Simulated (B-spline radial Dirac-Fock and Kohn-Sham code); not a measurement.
**Ce³⁺: L3-M23M23 lines in intermediate coupling**

System: Ce³⁺ in the configuration [Xe] 4f1, inside a Watson sphere of charge -3 and radius 2.2 Å (a model of the Madelung potential; inside it an electron's potential energy is raised by 19.6 eV).

The run's input, task.json:

```json
{"items": [{
  "Z": 58,
  "q": 3,
  "cfg": [[1, 0, 2], [2, 0, 2], [2, 1, 6], [3, 0, 2], [3, 1, 6], [3, 2, 10], [4, 0, 2], [4, 1, 6], [4, 2, 10], [4, 3, 1], [5, 0, 2], [5, 1, 6]],
  "A": 140,
  "rrms": 4.8771,
  "watson": [-3, 2.2],
  "do": ["binding", "quiet", "double"]
}]}
```

Command: `python xray_run.py task.json out`

The computed values come from an atomic code on a B-spline grid: ΔSCF Dirac-Fock with Breit, self-energy and vacuum polarisation, finite nucleus, configuration average. The two-hole levels come from diagonalising the Coulomb interaction among the jj configurations; intensities are independent-particle Coulomb rates. Kinetic energies are from the vacuum level. Electron correlation is not included. Open outer shells are spectators and are not coupled to the holes.

```
kinetic energy (eV)  J  leading jj holes (weight)  leading LS term (weight)
             3096.9  0                M2M2 (0.99)                ³P0 (0.60)
             3189.1  2                M2M3 (1.00)                ¹D2 (0.72)
             3196.5  1                M2M3 (1.00)                ³P1 (1.00)
             3269.3  0                M3M3 (0.99)                ¹S0 (0.60)
             3282.7  2                M3M3 (1.00)                ³P2 (0.72)
```

The intensity is shared as follows: 3282.7 eV 43.2 %, 3189.1 eV 30.3 %, 3269.3 eV 13.1 %, 3196.5 eV 12.9 %, 3096.9 eV 0.5 %.

The strongest line, by its leading LS label ³P2, lies at 3282.7 eV. The mean weight of the leading component is 1.00 in jj and 0.72 in LS coupling, so jj labels describe these levels better.
